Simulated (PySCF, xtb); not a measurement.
C2H7AlClN, SMILES [AlH]([N](C)C)[Cl].

GFN2-xTB (xtb 6.7.1) at its own geometry gives an orbital gap of 3.38 eV and a dipole moment of 1.44 D.

Geometry optimised at B3LYP-D3(BJ)/def2-SVP. The structure was generated by enumeration; whether it is a known compound was not checked. Other conformers were not sampled.

What does CAM-B3LYP/def2-TZVP (PySCF) give? (Estimate from the structure and the level; the computed values follow.)

gap 8.32 eV (levels -8.01 and 0.31 eV), dipole 2.03 D.
